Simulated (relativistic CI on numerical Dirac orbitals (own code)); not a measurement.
## Magnetism of Ce2+, 4f2, in a crystal field

Calculated by Dirac-Coulomb-Breit CI, separate exchange-only KLI orbitals for each configuration, model QED, valence Slater integrals scaled by 0.8, one configuration in a parametric crystal field (own radial code).

Field parameters in Wybourne normalisation; cubic f-shell fields have B⁴₄ = √(5/14) B⁴₀ and B⁶₄ = −√(7/2) B⁶₀. The field is a parameter set, without covalency.

S is read from ⟨S²⟩ = S(S + 1).

Powder χT (cm³ K mol⁻¹) by Van Vleck's formula, with temperature-independent terms:

```
                                                                       Field     2 K     5 K   10 K   20 K   50 K  100 K  200 K  300 K
D3d, B20 = -490, B40 = 370, B43 = 480, B60 = 210, B63 = -380, B66 = -40 cm⁻¹   0.178   0.444  0.813   1.12   1.32   1.46   1.58   1.63
                       D3h, B20 = -150, B40 = -260, B60 = 20, B66 = 160 cm⁻¹   0.204   0.506  0.905   1.29   1.54   1.61   1.64   1.66
                       D3h, B20 = -160, B40 = -440, B60 = 40, B66 = 180 cm⁻¹   0.117   0.293  0.583   1.03   1.45   1.58   1.63   1.66
                       D3h, B20 = 420, B40 = -430, B60 = 160, B66 = -60 cm⁻¹   0.203   0.504    0.9   1.22   1.45   1.56   1.62   1.65
                                               Oh, B40 = 330, B60 = 100 cm⁻¹  0.0745   0.186  0.372   0.73   1.34   1.56   1.63   1.66
                                               Oh, B40 = 700, B60 = 210 cm⁻¹  0.0357  0.0892  0.178  0.357  0.852   1.32   1.56   1.62
```

(1) For D3h, B20 = 420, B40 = -430, B60 = 160, B66 = -60 cm⁻¹: what effective moment follows at 300 K?

Answers

(1) μ_eff = √(8χT) = 3.64 μB. The LS value g√(J(J + 1)) of the free ion's 3H_4 level is 3.58 μB.
